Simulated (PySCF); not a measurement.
Numbering as in the mapped SMILES `[CH2:1]=[CH:2][CH2:3][Si:4]1([C:5](=[CH2:6])[F:7])[SiH2:8][O:9][SiH2:10]1`; H(Xn) means a hydrogen on atom n. Ha(C1) is cis to C3; Ha(C6) is cis to Si4; Hb(C1) is trans to C3; Hb(C6) is trans to Si4.

One averaged value for each set of equivalent atoms, no solvent, one computed conformer, no relativistic terms. Shielding tensors at PBE0/pcSseg-1 (GIAO); GFN2-xTB structure; PySCF 2.14.

References, each an isolated molecule treated in the same way: 13C, 1H, 29Si vs TMS; CFCl3 for 19F; 17O vs H2O.

| atoms | nucleus | count | Hirshfeld charge | δ (ppm) |
| --- | --- | --- | --- | --- |
| C3 | 13C | 1 | -0.15 | 24.3 |
| O9 | 17O | 1 | -0.33 | 55.9 |
| Hb(C6) | 1H | 1 | 0.06 | ? |
| F7 | 19F | 1 | -0.09 | -88.6 |
| H(C2) | 1H | 1 | 0.04 | 6.28 |
| Hb(Si8)/Ha(Si10) | 1H | 2 | -0.07 | 5.93 |
| H(C3) | 1H | 2 | 0.05 | ? |
| C2 | 13C | 1 | -0.04 | ? |
| C6 | 13C | 1 | -0.12 | 112.7 |
| Hb(C1) | 1H | 1 | 0.05 | ? |
| C1 | 13C | 1 | -0.11 | 121.3 |
| Ha(C6) | 1H | 1 | 0.05 | 5.10 |
| Si8/Si10 | 29Si | 2 | 0.31 | 5.3 |
| Ha(Si8)/Hb(Si10) | 1H | 2 | -0.08 | 5.87 |
| C5 | 13C | 1 | -0.01 | 181.3 |
| Si4 | 29Si | 1 | 0.21 | 27.4 |
| Ha(C1) | 1H | 1 | 0.04 | ? |

Problem. Complete the table.

Solution. 
- C2: 143.1 ppm, alkene CH; the olefinic region
- Hb(C6): 5.79 ppm, hydrogen on a terminal =CH2 carbon; attached to an sp2 carbon and in the plane of the double bond
- Ha(C1): 5.42 ppm, hydrogen on a terminal =CH2 carbon; olefinic region
- Hb(C1): 5.24 ppm, hydrogen on a terminal =CH2 carbon; attached to an sp2 carbon and in the plane of the double bond
- H(C3): 2.24 ppm, hydrogen on an allylic sp3 CH2 bonded to Si; allylic position

Shifts are as computed. Against solution values, carbons near 30 ppm lie about +3 ppm off and those near 130 ppm about +5 ppm. Of 1211 compounds with measured shifts, 218 miss one by over three times the rms of a fit or turn the order of signals round; such compounds aren't used in these exercises. Unscaled 19F shifts against computed CFCl3 carry errors that often reach 10 to 50 ppm. Experimental scales use liquid or dissolved standards, which lie at an offset from isolated H2O (liquid H2O: subtract about 36 ppm).
